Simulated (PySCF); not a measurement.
Spectrum to structure. The calculation used PySCF, TDDFT B3LYP/def2-SVPD, vertical, gas phase, core orbitals frozen in the response. Geometries: GFN2-xTB, one conformer each.

| state | E (eV) | f |
| --- | --- | --- |
| S1 | 5.11 | 0.019 |
| S2 | 5.46 | 0.010 |
| S3 | 5.54 | 0.020 |
| S4 | 5.71 | 0.016 |
| S5 | 5.95 | 0.0049 |
| S6 | 6.02 | 0.011 |
| S7 | 6.24 | 0.0012 |
| S8 | 6.33 | 0.055 |

Triplets computed (Tamm–Dancoff): 4.69, 4.99, 5.17 eV.

Problem. Which candidate is it?
A. `O=C[SiH2]C/C([SiH3])=C\F`
B. `O1[SiH2][C@@H](OC=O)C([SiH2]1)=O`
C. `O=C1[SiH2]O[SiH2][C@H]1F`
D. `C1[C@@H](F)[Si@@H]1SCOC`

Solution. D. Its S1, at 5.11 eV, is the highest among the candidates; the nearest of the others has S1 at 3.41 eV. S1 is HOMO→LUMO (65%), HOMO→LUMO+1 (21%), HOMO-1→LUMO (9%). Löwdin shares by element: HOMO carbon 41% or more, silicon 22%, sulfur 12% (atoms not listed hold the other 26%); LUMO sulfur 43%, carbon 18% or more, silicon 9% (atoms not listed hold the other 30%). At the same level the other candidates give, for their lowest levels:
- `O=C[SiH2]C/C([SiH3])=C\F`: 3.23 eV (f 0.000); 4.07 eV (f 0.002); 5.77 eV (f 0.025); 5.93 eV (f 0.005); 6.01 eV (f 0.001); T1 2.60 eV; HOMO -6.81, LUMO -2.10 eV
- `O=CO[C@@H]1[SiH2]O[SiH2]C1=O`: 3.41 eV (f 0.001); 4.67 eV (f 0.008); 5.47 eV (f 0.005); 5.66 eV (f 0.012); 5.82 eV (f 0.006); T1 2.80 eV; HOMO -6.76, LUMO -1.74 eV
- `O=C1[SiH2]O[SiH2][C@H]1F`: 3.06 eV (f 0.002); 5.33 eV (f 0.012); 5.42 eV (f 0.022); 5.83 eV (f 0.010); 6.09 eV (f 0.042); T1 2.44 eV; HOMO -6.87, LUMO -2.23 eV

Shape of the structure used: `[CH3:1][O:2][CH2:3][S:4][Si@@H:5]1[CH2:6][C@H:7]1[F:8]`: C1–O2–C3–S4 179°, O2–C3–S4–Si5 1°, C3–S4–Si5–C6 -96°.
